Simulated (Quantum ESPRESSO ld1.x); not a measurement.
Question: All-electron atom: Pd3+ in [Kr] 4d7. Method: scalar-relativistic Kohn-Sham, BLYP, spin-unpolarised, spherical densities, point nucleus; computed with ld1.x of Quantum ESPRESSO 7.5. Some entries of the table are withheld. Estimate them.

orbital,occ.,eigenvalue (eV),<r^2> (bohr^2)
1s,2,(1),0.001371
2s,2,-3570.84,0.02256
2p,6,(2),0.01776
3s,2,(3),0.1647
3p,6,-557.734,0.1666
3d,10,-367.302,0.1526
4s,2,-125.938,0.9940
4p,6,(4),1.197
4d,7,-41.5148,2.028

Answer: 
(1) 1s eigenvalue (eV): -24212.2
(2) 2p eigenvalue (eV): -3206.06
(3) 3s eigenvalue (eV): -677.595
(4) 4p eigenvalue (eV): -91.2802
